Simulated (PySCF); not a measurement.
SrF₂, SMILES [F][Sr][F]. Atoms are numbered in the order given.

```xyz
3

Sr     0.0000     0.0000     0.2918
F      0.0000    -1.9366    -0.6161
F      0.0000     1.9366    -0.6161
```
Charge 0, spin multiplicity 1.

Geometry optimised at B3LYP-D3(BJ)/def2-TZVP. The isomer is the one that the SMILES or the coordinates give; other isomers of the formula were not compared. The def2 effective core potentials stand for the cores of Sr; spin–orbit coupling is left out.

Level of theory: TDA-PBE0/def2-TZVPD (PySCF).

Vertical excitations. Isolated molecule, no solvent. State labels are in the subgroup C2v.

Computed lowest excited states:
```tsv
state	symmetry	energy (eV)	λ (nm)	f	main pairs
S1	B2	5.57	223	0.000	HOMO→LUMO 99 %
S2	A1	5.84	212	0.004	HOMO−1→LUMO 99 %
S3	B1	5.85	212	0.022	HOMO−2→LUMO 99 %
S4	A2	6.01	206	0.000	HOMO−3→LUMO 98 %
S5	B2	6.05	205	0.021	HOMO−4→LUMO 98 %
S6	A1	6.38	194	0.013	HOMO−5→LUMO 98 %
S7	A2	7.15	173	0.000	HOMO→LUMO+1 96 %
S8	B2	7.23	172	0.000	HOMO→LUMO+2 97 %
S9	B1	7.43	167	0.000	HOMO−1→LUMO+1 94 %
S10	A1	7.44	167	0.001	HOMO−2→LUMO+1 95 %
T1	B2	5.52	225	0	HOMO→LUMO 98 %
T2	A1	5.79	214	0	HOMO−1→LUMO 98 %
T3	B1	5.80	214	0	HOMO−2→LUMO 98 %
T4	A2	5.95	208	0	HOMO−3→LUMO 98 %
```
Triplets are in the Tamm–Dancoff approximation.
